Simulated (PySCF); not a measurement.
**Which determinant of ZnF⁺ lies lowest?**

Unrestricted PBE0; basis Zn x2c-SVPall, F x2c-SVPall; spin-free X2C with a Gaussian nucleus; PySCF 2.14. Outer shells of the fragments: Zn+ 3d10 4s1; F 2s2 2p5.

Followed along the bond (rough minima from three points):

| 2Ms+1 | unpaired | ⟨S²⟩ at the start | R at minimum (Å) | Te (eV) |
| --- | --- | --- | --- | --- |
| 1 | none | 0.00 | 1.73 | 0.00 |
| 3 | σ ↑, π ↑ | 2.00 | none in the scan | ≤ 2.45 |

Solutions found at the starting distance of 1.905 Å, counted from the lowest of them; the search is not exhaustive and high or unbound solutions are not listed, so other states can lie among these:

```csv
2Ms+1,unpaired,term,E (eV),⟨S²⟩,⟨Lz²⟩,μ (D)
1,none,¹Σ⁺,0.00,0.00,0.00,-6.12
3,"σ ↑, π ↑",³Π,2.42,2.00,1.00,-0.10
1,"σ ↓, π ↑",mixed,2.48,1.00,1.00,-0.08
3,σ ↑↑,³Σ⁺,3.14,2.00,0.00,-0.66
3,π ↑↑,mixed,8.05,2.00,2.01,-0.96
1,π ↑↓,mixed,8.16,1.01,2.01,-0.87
3,π ↑↑,mixed,8.17,2.00,2.01,-0.89
3,"σ ↑, π ↑",³Π,8.96,2.01,1.01,-1.36
3,"σ ↑, δ ↑",³Δ,9.64,2.01,4.00,-4.15
1,"σ ↑, δ ↓",mixed,9.75,1.01,4.00,-3.98
```

A term symbol is given only where ⟨S²⟩ and ⟨Lz²⟩ are close to those of a pure state; real π, δ and φ orbitals otherwise mix terms. A positive dipole points towards F; it is taken about the centre of mass and depends on that origin.

Counting both spins, an empty level lies below a filled one in some of these solutions, because spin and occupation are held.
